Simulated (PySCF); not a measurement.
A geometry optimisation, step by step.

FGeH₅SSi.
Bonds: F1–Ge2, Ge2–S3, S3–Si4. Hydrogens: H5, H6 on Ge2; H7, H8, H9 on Si4.

Computed by this run: PBE0-D3(BJ)/def2-SVP geometry optimisation, gas phase in PySCF 2.14.0; density fitting, grid level 1; the optimiser is geomeTRIC in internal coordinates, started from a GFN2-xTB structure with every atom displaced at random (about 0.01 Å). The frame can shift and turn from step to step; on so coarse a grid that alone can change the energy by a few meV, and forces under 0.02 eV/Å are noise.

Step 0: E = -77999.5561 eV, largest atomic force 1.123 eV/Å
```
atom  x, y, z in Å  |  force x, y, z in eV/Å
F1      1.508    1.402   -0.368   -0.293   0.353  -0.031
Ge2     1.630   -0.206    0.288    0.148   0.389  -0.411
S3     -0.113   -0.597    1.565    0.479  -0.216   0.402
Si4    -1.654    0.051    0.243    0.081  -0.079   0.813
H5      1.718   -1.005   -1.003   -0.121  -0.434  -0.072
H6      2.920   -0.127    1.064    0.308  -0.266   0.474
H7     -1.551    1.482    0.031   -0.073   0.736  -0.221
H8     -2.842   -0.318    1.020   -0.507  -0.019   0.070
H9     -1.559   -0.700   -0.979   -0.023  -0.463  -1.023
```

Step 1: E = -77999.6883 eV, largest atomic force 0.349 eV/Å
```
atom  x, y, z in Å  |  force x, y, z in eV/Å
F1      1.609    1.584   -0.463    0.163  -0.299   0.076
Ge2     1.824   -0.013    0.229    0.036  -0.152   0.002
S3      0.118   -0.355    1.583   -0.231   0.075   0.002
Si4    -1.476    0.283    0.261    0.064  -0.020  -0.028
H5      1.785   -1.023   -0.942    0.075   0.259   0.053
H6      3.098   -0.078    1.104   -0.149   0.152  -0.229
H7     -1.424    1.749   -0.001    0.008  -0.033   0.025
H8     -2.736   -0.064    0.974   -0.001  -0.019   0.011
H9     -1.407   -0.453   -1.043    0.035   0.037   0.088
```

Step 2: E = -77999.7092 eV, largest atomic force 0.089 eV/Å
```
atom  x, y, z in Å  |  force x, y, z in eV/Å
F1      1.640    1.541   -0.471    0.010   0.051  -0.020
Ge2     1.815   -0.040    0.242   -0.054  -0.063   0.032
S3      0.091   -0.345    1.595    0.000   0.017  -0.019
Si4    -1.486    0.291    0.262    0.029  -0.008  -0.010
H5      1.808   -1.009   -0.946   -0.009  -0.020  -0.019
H6      3.094   -0.055    1.085    0.016   0.018   0.020
H7     -1.436    1.757    0.013   -0.007   0.003   0.011
H8     -2.751   -0.072    0.959    0.003  -0.007  -0.003
H9     -1.385   -0.438   -1.038    0.012   0.009   0.008
```

Step 3: E = -77999.7106 eV, largest atomic force 0.034 eV/Å
```
atom  x, y, z in Å  |  force x, y, z in eV/Å
F1      1.640    1.529   -0.484   -0.003   0.022  -0.007
Ge2     1.810   -0.046    0.245   -0.009  -0.032   0.003
S3      0.087   -0.336    1.601    0.011   0.010   0.002
Si4    -1.482    0.296    0.260    0.007   0.002  -0.005
H5      1.801   -1.026   -0.935   -0.008  -0.008   0.004
H6      3.089   -0.048    1.088    0.005   0.004   0.011
H7     -1.447    1.766    0.029   -0.009   0.003   0.007
H8     -2.749   -0.089    0.943   -0.003  -0.004  -0.009
H9     -1.359   -0.418   -1.045    0.009   0.004  -0.005
```

Step 4: E = -77999.7139 eV, largest atomic force 0.113 eV/Å
```
atom  x, y, z in Å  |  force x, y, z in eV/Å
F1      1.634    1.476   -0.540   -0.030  -0.042   0.037
Ge2     1.793   -0.069    0.261    0.079   0.050  -0.065
S3      0.073   -0.296    1.625    0.023   0.002   0.057
Si4    -1.469    0.322    0.253   -0.041   0.013  -0.004
H5      1.774   -1.101   -0.877    0.007   0.008   0.030
H6      3.077   -0.022    1.098   -0.015  -0.030  -0.007
H7     -1.508    1.802    0.098   -0.007   0.002   0.000
H8     -2.740   -0.164    0.858   -0.013   0.002  -0.023
H9     -1.245   -0.319   -1.075   -0.001  -0.005  -0.025
```

Step 5: E = -77999.7150 eV, largest atomic force 0.087 eV/Å
```
atom  x, y, z in Å  |  force x, y, z in eV/Å
F1      1.629    1.460   -0.552   -0.024  -0.036   0.032
Ge2     1.791   -0.075    0.268    0.056   0.041  -0.052
S3      0.070   -0.279    1.635    0.012   0.004   0.043
Si4    -1.465    0.330    0.248   -0.031   0.007  -0.005
H5      1.768   -1.123   -0.854    0.011   0.011   0.022
H6      3.076   -0.018    1.103   -0.011  -0.026  -0.006
H7     -1.533    1.811    0.117   -0.002   0.001   0.000
H8     -2.739   -0.189    0.822   -0.010   0.001  -0.017
H9     -1.207   -0.286   -1.086   -0.001  -0.004  -0.017
```

Step 6: E = -77999.7160 eV, largest atomic force under 0.02 eV/Å
```
atom  x, y, z in Å  |  force x, y, z in eV/Å
F1      1.620    1.449   -0.551    0.000   0.002   0.002
Ge2     1.792   -0.077    0.279   -0.010   0.002   0.005
S3      0.065   -0.260    1.646   -0.005   0.001  -0.002
Si4    -1.463    0.335    0.240    0.002  -0.002  -0.004
H5      1.767   -1.139   -0.829    0.008   0.005  -0.003
H6      3.075   -0.021    1.113    0.001  -0.005   0.002
H7     -1.559    1.816    0.126    0.003  -0.001   0.001
H8     -2.740   -0.215    0.776    0.000  -0.003  -0.002
H9     -1.168   -0.258   -1.099    0.001   0.001   0.001
```

Step 7: E = -77999.7160 eV, largest atomic force under 0.02 eV/Å
```
atom  x, y, z in Å  |  force x, y, z in eV/Å
F1      1.621    1.453   -0.544    0.003   0.006   0.000
Ge2     1.791   -0.075    0.282   -0.013  -0.003   0.012
S3      0.062   -0.261    1.646   -0.003  -0.002  -0.009
Si4    -1.463    0.333    0.236    0.004  -0.002  -0.002
H5      1.771   -1.134   -0.829    0.004   0.003  -0.004
H6      3.074   -0.023    1.119    0.001   0.000   0.004
H7     -1.558    1.814    0.121    0.001  -0.001   0.000
H8     -2.741   -0.216    0.770    0.001  -0.003  -0.001
H9     -1.166   -0.262   -1.101    0.002   0.001   0.000
```

**Question.** Summarise the path.

**Answer.** The energy falls by 15.43 kJ/mol from step 0 to step 7; nine tenths of that is first reached at step 2. It falls at every step. The largest force goes from 1.123 to under 0.02 eV/Å. Among the bonds Si4–H9 changes most, from 1.438 to 1.493 Å; the atoms move by 0.217 Å rms after alignment.

What follows is the cost of the whole optimisation. On Arm Neoverse N1, one thread, no GPU (shared host), this took 65 s wall and 0.44 GiB of memory at its peak.
